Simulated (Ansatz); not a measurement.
Consider the ligand exchange at the Si–N bond: `N[SiH2][SiH3]` + `N[SiH2]F` → `F[SiH2]N[SiH2][SiH3]` + NH₃.

Program: Ansatz. Geometries: PBE0-D4/def2-TZVP. ΔE: electronic, gas phase. CCSD(T)/CBS is the MP2 limit (def2-TZVPP, def2-QZVPP) plus CCSD(T) − MP2 in def2-TZVPP, frozen cores. This one scheme is used for every species. DFT in def2-TZVPP. B3LYP here is the variant with VWN-RPA as its local correlation; programs differ in this. Each species was taken in one conformer, which may not be the lowest.

```csv
level,ΔE (kJ/mol)
B3LYP-D4,-10.3
B2PLYP,-6.7
CCSD(T)/def2-TZVPP,-12.1
MP2/CBS(def2),-11.1
```

Question: What does CCSD(T)/CBS give? (Estimate.)

Answer: Computed: -11.6 kJ/mol. The listed levels differ from it by 1.3, 4.9, -0.5, 0.5 kJ/mol.

Largest T1 diagnostic among the species: 0.012.

In def2-TZVPP, CCSD(T) changes the Hartree–Fock value by −8.0 kJ/mol (the triples alone add −1.5 kJ/mol) and MP2 by −7.5 kJ/mol. The D4 term adds −6.9 kJ/mol with B3LYP and −4.2 kJ/mol with PBE0; it sums over pairs of atoms, weighted by their polarisabilities, and B3LYP, whose exchange is more repulsive, gets the larger term.
